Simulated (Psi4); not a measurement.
Input for Psi4:
```
memory 2 GB

molecule {
0 1
Ge   -0.05821140   -0.06444791    0.26411630
C     1.83662200   -0.34964103   -0.20976169
O    -1.16455684   -0.87343403   -0.84128046
O    -0.45218636    1.60672783    0.01682251
H    -0.45005586   -0.45007035    1.67961215
H     1.96753844   -0.20065397   -1.27837521
H     2.45787667    0.36794835    0.31451280
H     2.17277304   -1.34941884    0.04892178
H    -1.09207536   -1.82024130   -0.92120266
H    -1.27907838    1.74626505   -0.44095677
}

set {
  basis def2-svpd
}

energy('pbe')
print_variables()
```

**Question.** Give the nuclear repulsion energy at the level Psi4 with PBE/def2-SVPD.

**Answer.** 317.4806 Eh

**Question.** What is the computed dipole moment (PBE/def2-SVPD)?

**Answer.** 2.00 D

**Question.** Predict the total energy from PBE/def2-SVPD.

**Answer.** -2268.293567 Ha

**Question.** Predict the number of basis functions from PBE/def2-SVPD.

**Answer.** 152

**Question.** Roughly what does it cost on one core?

**Answer.** very roughly 13 core-seconds.
